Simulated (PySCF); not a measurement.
Ge(Et)2(NH2)2, SMILES [CH2]([Ge]([NH2])([NH2])[CH2]C)C, singlet at its GFN2-xTB optimised geometry (Å):

```
21

C     -2.8133    -1.3734     1.5623
C     -1.2972    -1.2685     1.5936
Ge    -0.5510    -0.2848     0.0000
N     -1.3612     1.3599     0.0000
N     -1.0529    -0.9117    -1.6483
C      1.4650    -0.2848     0.0000
C      2.0524     0.5613    -1.1180
H     -3.1893    -1.8583     2.4626
H     -3.1398    -1.9530     0.7006
H     -3.2563    -0.3829     1.4893
H     -0.8544    -2.2644     1.6384
H     -0.9853    -0.7437     2.4955
H     -1.2027     1.8948    -0.8425
H     -1.1528     1.9530     0.7906
H     -0.7955    -1.8668    -1.8526
H     -2.0381    -0.8044    -1.8453
H      1.8226     0.0725     0.9665
H      1.8064    -1.3140    -0.1022
H      3.1398     0.4949    -1.1272
H      1.7754     1.6068    -0.9937
H      1.6749     0.2249    -2.0808
```

Computed with PySCF with PBE0/def2-SVP. Cells within 0.4 Å of a nucleus heavier than hydrogen are left out (blank, or x).

Map of the HOMO−1 amplitude (bohr^(-3/2)) on the plane z = 0.0 Å; orbital energy -6.74 eV, overall sign arbitrary:

```
|44444444444444444444444444444|
|44444444444444444444444444444|
|44444444444444444444444444444|
|44444444444444444444444444444|
|44444444444444444444444444444|
|44444444444444444444444444444|
|44444444444444444444444444444|
|44444444554444444444444444444|
|44444445555433444444444444444|
|44444455676323344444444444444|
|4444445579xx02344444444444444|
|4444445579xx02344444444444444|
|44444455677322344444444444444|
|44444445555433445544444444444|
|444444445544xx4556x3444444444|
|444444444444xx456xx3344444444|
|44444444444445555543444444444|
|44444444444444555443444444444|
|44444444444444444444444444444|
|44444444444444444444444444444|
|44444444444444444444444444444|
|44444444444444444444444444444|
|44444444444444444444444444444|
|44444444444444444444444444444|
|44444444444444444444444444444|
|44444444444444444444444444444|
|44444444444444444444444444444|
|44444444444444444444444444444|
|44444444444444444444444444444|
```
Scale: ten equal steps from -0.183 (start of '0') to 0.210 (end of '9'), in the order '0123456789'; x runs from -5.50 to 5.50, y from -5.50 (bottom) to 5.50 (top).
